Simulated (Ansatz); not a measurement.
```xyz
26

C     0.114   -1.108    3.062
C    -0.230    0.363    3.155
O     0.169    1.056    2.014
Zr    0.760    1.563    0.259
F     1.795    3.191    0.364
O    -0.762    1.833   -0.878
C    -1.933    1.772   -1.631
C    -2.436    0.351   -1.766
O     1.846    0.153   -0.455
C     2.389   -0.995   -1.027
C     1.408   -1.669   -1.962
H    -0.199   -1.634    3.968
H    -0.390   -1.568    2.208
H     1.191   -1.244    2.939
H    -1.311    0.490    3.292
H     0.260    0.809    4.030
H    -2.698    2.398   -1.155
H    -1.741    2.198   -2.624
H    -3.353    0.323   -2.360
H    -2.652   -0.075   -0.783
H    -1.689   -0.277   -2.256
H     3.302   -0.723   -1.570
H     2.683   -1.688   -0.228
H     0.505   -1.967   -1.424
H     1.121   -0.992   -2.770
H     1.854   -2.564   -2.405
```

Total charge 0; spin multiplicity 1. Zr takes the def2 core potential.

**Question.** List the PBE/def2-TZVPP orbital energies in eV (Ansatz). (An estimate is asked.)

**Answer.** The calculation gave: Occupied: -658.41, -510.00, -509.97, -509.96, -270.25, -270.22, -270.22, -268.75, -268.74, -268.73, -54.33, -32.44, -32.27, -32.26, -26.76, -24.50, -24.31, -24.29, -18.37, -18.31, -18.30, -15.01, -14.94, -14.92, -11.65, -11.62, -11.57, -11.48, -11.41, -11.39, -10.36, -10.33, -10.27, -9.41, -9.32, -9.21, -9.17, -9.07, -9.00, -8.94, -8.80, -8.77, -7.11, -7.06, -6.67, -6.61, -6.56, -6.26. Lowest empty: -0.58, -0.29, -0.27, -0.13, -0.09, 0.07, 0.60, 0.75.
